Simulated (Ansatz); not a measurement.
CH5ClFNSi, SMILES `N[SiH](F)CCl`. Total charge 0; spin multiplicity 1.

Cartesian coordinates in Å:
```
N 1.237 -1.001 -0.337
Si -0.386 -0.602 -0.091
F -1.069 -1.389 1.131
C -0.556 1.200 0.390
Cl -0.073 2.255 -0.964
H 1.991 -0.663 0.236
H 1.524 -1.740 -0.955
H -1.148 -0.955 -1.306
H -1.588 1.441 0.647
H 0.067 1.452 1.250
```

**Question.** Give the diagnostics of a CCSD(T)/def2-TZVPP run (frozen core, Ansatz). (Best estimate.)

**Answer.** Ansatz gave: T1 = 0.0103, largest single amplitude 0.012, largest double 0.020, (T) share of the correlation energy 3.5 %, 9 CCSD cycles. The RHF solution is stable towards an unrestricted one. T1 lies under the customary mark of 0.02 for closed shells.
